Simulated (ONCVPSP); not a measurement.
## chlorine (Cl): ONCV pseudisation with PBE, fully relativistic reference atom.

- Element: chlorine (Cl)
- Generator: ONCVPSP 4.0.1
- Type: optimised norm-conserving Vanderbilt (ONCV)
- Functional: PBE
- Relativity: fully relativistic
- Frozen core: [Ne]
- Valence charge: 7
- Reference configuration: 3s2 3p5
- Partial waves: 3s: rc 1.15 bohr, ncon 4, nbas 7, qcut 7.1 1/bohr, 1 projector; 3p: rc 1.40 bohr, ncon 3, nbas 6, qcut 6 1/bohr, 2 projectors, debl 3.6 Ha; d scattering state at 0.11 Ha: rc 1.20 bohr, ncon 4, nbas 8, qcut 7.4 1/bohr, 2 projectors, debl 0.7 Ha
- Local potential: polynomial inside 1.00 bohr (lpopt 1, dvloc0 1 Ha)
- Core correction: Teter function, fcfact 3.25, rcfact 1.4

Open shells are filled in proportion to 2j + 1.

Poles of the logarithmic derivatives, all-electron (AE) and pseudo (PS). s: poles at no energy (AE) and 2.9 (PS) Ha. p3/2: poles at 2.8 (AE) and 2.8 (PS) Ha. p1/2: poles at 2.8 (AE) and 2.8 (PS) Ha. d5/2: poles at 4.3 (AE) and 4.3 (PS) Ha. d3/2: poles at 4.3 (AE) and 4.3 (PS) Ha. Test radii: s 1.17, p3/2 1.42, p1/2 1.42, d5/2 1.22, d3/2 1.22 bohr.

* Cutoffs needed: 16 Ha and 76 Ha (the cutoffs (Ha) at which the residual kinetic energy of the hardest occupied pseudo-wave falls to 1 and 0.1 mHa per electron)
* Ghost test: no bound ghost flagged; GHOST(+) flags only above 600 eV
* Largest excitation error: +69 meV (all-electron minus pseudo) for 3s2 3p2, out of 4 test configurations
* rms error of d²Exc/dni dnj: 8.08 mHa without and 6.35 mHa with the model core
